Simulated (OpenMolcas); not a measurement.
Computed levels of 5d⁵ in ions with 73 electrons, in cm-1 above ⁶S_5/2.

```json
{
 "Program": "OpenMolcas 26.06",
 "Method": "MS-CASPT2, IPEA 0.25 Eh, imaginary shift 0.1 Eh",
 "Basis": "ANO-RCC-VTZP",
 "Scalar Hamiltonian": "DKH2, point nucleus",
 "Spin-orbit coupling": "RASSI with atomic mean-field integrals over the reference wave functions, term energies averaged over their components"
}
```

Active space for each ion: 5 electrons in 5 orbitals (5d); closed shells correlated by CASPT2: 5s 5p.

```
  Level   Re2+   Os3+   Pt5+   Au6+
 ⁴G_7/2  19400  21820  25760  27840
⁴G_11/2  20240  22910  27560  30030
 ⁴G_9/2  20710  23600  28870  31760
 ⁴P_1/2  21760  25110  30700  33740
 ⁴D_7/2  23750  27640  34780  38830
 ⁴D_1/2  26450  31190  40270  45620
²I_11/2  29390  33320  41050  45640
²I_13/2  31720  36290  45440  50770
 ²H_9/2  36440  41950  52280  58130
```

Question: Estimate ⁴G_7/2, ⁴G_11/2 for Ir4+ from its neighbours Os3+ and Pt5+.

Answer: ⁴G_7/2 is another term, which grows about linearly with the charge: (21820 + 25760) / 2 = 23790. The calculation gives 23690, so the estimate is off by +0.4 %.
⁴G_11/2 is another term, which grows about linearly with the charge: (22910 + 27560) / 2 = 25235. The calculation gives 25150, so the estimate is off by +0.3 %.

Mixed levels, with the weight of the term that names them: Re2+ ⁴G_7/2 (71 %), Re2+ ⁴P_1/2 (61 %), Re2+ ⁴D_7/2 (75 %), Re2+ ⁴D_1/2 (64 %), Re2+ ²H_9/2 (51 %), Os3+ ⁴G_7/2 (68 %), Os3+ ⁴P_1/2 (60 %), Os3+ ⁴D_7/2 (71 %), Os3+ ⁴D_1/2 (64 %), Os3+ ²H_9/2 (51 %), Ir4+ ⁴G_7/2 (63 %), Ir4+ ⁴P_1/2 (59 %), Ir4+ ⁴D_7/2 (65 %), Ir4+ ⁴D_1/2 (65 %), Ir4+ ²I_11/2 (73 %), Ir4+ ²H_9/2 (51 %), Pt5+ ⁴G_7/2 (59 %), Pt5+ ⁴G_11/2 (75 %), Pt5+ ⁴P_1/2 (59 %), Pt5+ ⁴D_7/2 (59 %), Pt5+ ⁴D_1/2 (66 %), Pt5+ ²I_11/2 (70 %), Pt5+ ²H_9/2 (51 %), Au6+ ⁶S_5/2 (74 %), Au6+ ⁴G_7/2 (54 %), Au6+ ⁴G_11/2 (69 %), Au6+ ⁴G_9/2 (74 %), Au6+ ⁴P_1/2 (59 %), Au6+ ⁴D_7/2 (50 %), Au6+ ⁴D_1/2 (68 %), Au6+ ²I_11/2 (67 %), Au6+ ²H_9/2 (51 %).

CASPT2 breaks the degeneracy within a term, and the mean is taken; among the terms shown or strongly mixed into the levels shown the widest spread is 700 cm-1 (5d⁵ ⁴F, Re2+). Blocks of more than 70 roots (2S+1 = 2 even) ran without multistate coupling. Terms from blocks run as CI alone lack orbitals of their own. Configurations with an s electron lie low in 5d ions of this charge, fall among these levels and mix in, so low-spin terms can stand far too high, up to twice their true height, and weights are not those of the real levels (holds for Re2+). The CASPT2 spread within a term exceeds the gap to the next term for 5d⁵ ⁴F and 5d⁵ ²F(1), so the order of their levels is uncertain, and so are names and mixing where such terms share a J (holds for Re2+). Some terms miss by over 15 % even with CASPT2, which points to a basis or an active space too small for the shells correlated (holds for Re2+). Only configurations of the active space appear.

A number in round brackets counts repeated terms of one configuration in the order of the reference energies.
